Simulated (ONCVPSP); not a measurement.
**Ba: one change to an ONCV potential, before and after**

Ba (Z = 56), optimised norm-conserving Vanderbilt (ONCV), made with ONCVPSP 4.0.1 (PBE, scalar-relativistic). Core [Kr] 4d10, reference 5s2 5p6 6s2. Waves: 5s+6s: rc 2.85 bohr, ncon 3, nbas 7, qcut 5 1/bohr, 3 projectors, debl 1.4 Ha; 5p: rc 1.80 bohr, ncon 4, nbas 7, qcut 5.4 1/bohr, 2 projectors, debl 1.1 Ha; d scattering state at 0.39 Ha: rc 2.60 bohr, ncon 5, nbas 10, qcut 4.3 1/bohr, 2 projectors, debl 1.3 Ha. Local part: polynomial inside 1.45 bohr (lpopt 5, dvloc0 2 Ha). Core correction: none.

In the d channel the program set the typed energies aside and used 0.050, 1.350 Ha.

Change: s: rc 2.

Cutoffs: the cutoffs (Ha) at which the residual kinetic energy of the hardest occupied pseudo-wave falls to 1 and 0.1 mHa per electron; they do not see the model core or the augmentation charge, which bear on the density cutoff. Errors are all-electron minus pseudo energies relative to the spin-unpolarised reference configuration.

Question: How do hardness, ghosts and transferability respond?

Answer: The potential gets neither clearly harder nor softer (13 Ha and 20 Ha → 13 Ha and 20 Ha); the p channel sets the loose cutoff, while the largest relative change is in s, which becomes harder; of the 4 tests that both files solve, the error grows in 0 and shrinks in 1 by more than 15 % and 0.3 meV (median size 0.6 → 0.5 meV); neither file shows a bound ghost.

```csv
quantity,base,changed
"cutoff, loose",13 Ha,13 Ha
"cutoff, tight",20 Ha,20 Ha
loose cutoff by channel,"s 7.0 Ha, p 13 Ha","s 9.9 Ha, p 13 Ha"
bound ghosts,none,none
GHOST(+) flags under 300 eV,s at 84.1 eV,s at 99.7 eV
"error for 5s2 5p6 6s1, meV [ΔE 5.36 eV]",-0.6,-0.5
"error for 5s2 5p6 6s0, meV [ΔE 15.34 eV]",-1.9,-0.9
"error for 5s2 5p6 6s1.5, meV [ΔE 2.14 eV]",-0.2,-0.2
"error for 5s2 5p6 6s0 6p2, meV [ΔE 4.14 eV]",+0.6,+0.4
p: phases at 1.82 bohr within 0.05 rad from the reference energy up to (Ha; the scan ends near 5),3.4,3.4
d: phases at 2.64 bohr within 0.05 rad from the reference energy up to (Ha; the scan ends near 5),4.7,4.7
```
